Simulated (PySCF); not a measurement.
**C3H5O, SMILES `CC[C]=O` (C–C–C–O torsion 1°) (charge 0, multiplicity 2)**

These are PBE-D3(BJ)/def2-TZVP in PySCF values and carry that method's errors.

highest occupied spin orbital: -4.22 eV
dipole moment: 2.58 D
total energy: -192.3380 Ha
cost: around 5 core-minutes (rough)

```xyz
9

C     -0.9316     0.1062    -0.1103
C      0.4370    -0.5500     0.0796
C      1.5952     0.4210     0.1490
O      1.5682     1.6096     0.0848
H     -1.1540     0.7953     0.7152
H     -1.7209    -0.6575    -0.1470
H     -0.9638     0.6829    -1.0442
H      0.4899    -1.1501     1.0035
H      0.6799    -1.2574    -0.7306
```
Charge 0, spin multiplicity 2.
